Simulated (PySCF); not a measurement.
Two species compared at the same levels of theory.

First species: C3H12O3Si3.
Bonds: C1–C2, C2–C3, C3–Si4, Si4–O5, O5–Si6, Si6–O7, O7–Si8, Si8–O9, Si4–O9. Hydrogens: H10, H11, H12 on C1; H13, H14 on C2; H15, H16 on C3; H17 on Si4; H18, H19 on Si6; H20, H21 on Si8.

Second species: C7H13OP.
SMILES: `CC(C)C1=CC[P@@H](=O)C1`

Levels: PBE0/pcSseg-1 for HOMO energy, LUMO energy and HOMO–LUMO gap. Geometries: GFN2-xTB. All species are isolated and taken at one optimised geometry, non-relativistic unless stated. Electronic properties by PySCF.

Values for the first species:

- HOMO energy: -8.01 eV
- LUMO energy: 0.81 eV
- HOMO–LUMO gap: 8.82 eV

Estimate the same properties for the second species, and the change in each.

```
     property     first    second  second less first
  HOMO energy  -8.01 eV  -7.36 eV           +0.65 eV
  LUMO energy   0.81 eV   0.06 eV           -0.75 eV
HOMO–LUMO gap   8.82 eV   7.42 eV           -1.40 eV
```

One conformer stands for the species.
